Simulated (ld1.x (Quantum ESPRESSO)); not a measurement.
## Sn, TM: configuration errors across variants

| Quantity | Value |
| --- | --- |
| Element | tin (Sn) |
| Generator | ld1.x (Quantum ESPRESSO) 7.5 |
| Type | norm-conserving Troullier–Martins (Kleinman–Bylander form) |
| Functional | PBEsol |
| Relativity | scalar-relativistic |
| Frozen core | [Kr] |
| Valence charge | 14 |
| Reference configuration | 4d10 5s2 5p1 (charge +1) |
| Partial waves | 5s (bound): rc 1.75 bohr; 4d (bound): rc 1.35 bohr; 5p (bound): rc 1.80 bohr |
| Local potential | the p channel |
| Core correction | a·sin(br)/r model core, default radius (core density twice the valence density) |

All-electron excitation energies from the reference (eV): (1) 4d10 5s2 5p2 -6.898; (2) 4d10 5s2 5p0 13.972; (3) 4d10 5s1 5p0 44.986; (4) 4d9 5s2 5p2 25.753; (5) 4d9 5s2 5p3 17.502; (6) 4d10 5s1 5p3 0.111; (7) 4d10 5s2 5p2.3 -7.750.

The default core radius of the base comes out at 0.65 bohr.

Tests that are not counted but printed errors over 1 eV. “all radii but the core radius scaled by about 0.78 (s 1.36, p 1.40, d 1.06 bohr)”: 4d9 5s2 5p2 (solver errors, printed error -16.3 eV); 4d9 5s2 5p3 (solver errors, printed error -1859 eV).

2 further variants failed, have other tests or another functional or relativity, and are left out.

A true bound ghost makes a file unfit for plane-wave use even where its test errors are small: the radial tests pick states by their node count and pass the ghost by. Where a test does run into it, the solver fails or the error is huge.

Errors AE − PS in meV (a dash: test not solved or not reliable):

| change | (1) | (2) | (3) | (4) | (5) | (6) | (7) | bound ghosts |
| --- | --- | --- | --- | --- | --- | --- | --- | --- |
| base | +3.0 | -5.1 | -31 | -351 | -376 | -0.5 | +4.3 | s |
| core correction a·sin(br)/r model core inside 0.94 bohr | +3.0 | -5.1 | -31 | -349 | -374 | -0.5 | +4.3 | s |
| wave 5p (bound): rc 1.80 bohr becomes 5p (bound): rc 1.94 bohr | -0.4 | -14 | -69 | -553 | -549 | -1.6 | -0.5 | s |
| wave 5s (bound): rc 1.75 bohr becomes 5s (bound): rc 1.78 bohr | +3.1 | -5.0 | -31 | -351 | -376 | -0.5 | +4.3 | s |
| wave 4d (bound): rc 1.35 bohr becomes 4d (bound): rc 0.90 bohr | +3.0 | -5.1 | -31 | -355 | -380 | -0.5 | +4.2 | s |
| wave 5s (bound): rc 1.75 bohr becomes 5s (bound): rc 2.48 bohr | +3.1 | -4.6 | -37 | -333 | -366 | -5.4 | +4.2 | s |
| wave 5p (bound): rc 1.80 bohr becomes 5p (bound): rc 1.52 bohr | +10 | -5.3 | -15 | +213 | +78 | -7.6 | +15 | s |
| local potential the d channel | +1.5 | -2.8 | -16 | -211 | -235 | -0.7 | +1.6 | s, p |
| wave 5p (bound): rc 1.80 bohr becomes 5p (bound): rc 1.72 bohr | +4.1 | -3.7 | -24 | -246 | -274 | -0.8 | +5.9 | s |
| all radii but the core radius scaled by about 0.78 (s 1.36, p 1.40, d 1.06 bohr) | +23 | -5.4 | -33 | – | – | +4.5 | +33 | p (extra level of the local part) |

Problem. Give the same row for: all radii but the core radius scaled by about 0.92 (s 1.62, p 1.66, d 1.24 bohr).

Solution. +4.7, -3.5, -21, -178, -213, -0.5, +6.7; bound ghosts: s.
